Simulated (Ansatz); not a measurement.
Cost and result for the atomization energy of `[OH][Al-]([OH])([OH])[SeH2+]` (10 atoms, 9 bonds).

Z-matrix (Å, degrees):
```
Al
O 1 1.709
O 1 1.710 2 119.4
O 1 1.710 2 118.0 3 -155.2
Se 1 2.674 2 95.6 3 100.3
H 2 0.955 1 120.7 3 145.3
H 3 0.955 1 120.9 2 -2.9
H 4 0.955 1 120.4 2 150.0
H 5 1.468 1 95.4 2 172.7
H 5 1.469 1 95.4 2 80.7
```

Total charge 0; spin multiplicity 1. Correlated methods include outer-core shells of Se, which these sets cover unevenly. Scalar relativity is left out up to krypton. The geometry is a stationary point of PBE0-D4/def2-TZVP. It is one conformer, not always the lowest. Program: Ansatz. All runs use 4 threads of an Arm Neoverse V2 on a shared host. Times are those of one run each, without the atoms' runs, and a repeat can differ threefold. Electronic energies, without spin–orbit coupling; frozen cores. CCSD(T)/CBS adds CCSD(T) − MP2 in def2-TZVPP to the MP2 limit, and its time is that of the two runs behind it. T1 = 0.011. With those shells the extrapolation isn't a true limit. B3LYP takes the VWN-RPA correlation (the form of Gaussian; ORCA's B3LYP/G).

CCSD(T)/CBS is a level of theory with its own doubt, some kJ/mol a heavy atom from the limit and from the frozen cores, so smaller differences don't rank the functionals.

```
                             level  functions  wall time  atomization (kJ/mol)  difference from CCSD(T)/CBS  per bond
            LDA (SPW92)/def2-TZVPP        253      1.1 s                4045.4                        492.4      54.7
              revPBE-D4/def2-TZVPP        253      1.9 s                3437.6                       -115.4     -12.8
                BLYP-D4/def2-TZVPP        253      1.9 s                3505.0                        -48.0      -5.3
               BHLYP-D4/def2-TZVPP        253      3.2 s                3348.0                       -205.0     -22.8
 B3LYP-D4/def2-TZVPP (with forces)        253      4.5 s                3487.2                        -65.8      -7.3
r2SCAN-D4/def2-TZVPP (with forces)        253      4.6 s                3520.2                        -32.8      -3.6
               PBE-QIDH/def2-TZVPP        253      5.5 s                3443.2                       -109.8     -12.2
                ωB97X-V/def2-TZVPP        253        8 s                3507.7                        -45.3      -5.0
                  CCSD(T)/def2-SVP        117      8.5 s                3241.1                       -311.9     -34.7
  ωB97M-V/def2-TZVPP (with forces)        253       11 s                3511.1                        -41.9      -4.7
                    MP2/def2-QZVPP        480       20 s                3597.0                         44.0       4.9
                CCSD(T)/def2-TZVPP        253    3.8 min                3434.4                       -118.6     -13.2
                 CCSD(T)/CBS(def2)          –    4.1 min                3553.0                          0.0       0.0
```

At CCSD(T), def2-SVP lies −312.0 kJ/mol from the extrapolated value and def2-TZVPP −118.7 kJ/mol: correlation converges slowly with the basis, and small sets miss more of it in the bonded molecule than in its fragments. From BLYP to BHLYP (50 % exact exchange), in def2-TZVPP and without D4, the atomization energy moves by −140.1 kJ/mol: exact exchange takes away binding that semilocal exchange gives to molecules. The D4 term adds +34.3 kJ/mol with B3LYP and +18.2 kJ/mol with PBE0; it sums over pairs of atoms, weighted by their polarisabilities, and B3LYP, whose exchange is more repulsive, gets the larger term.
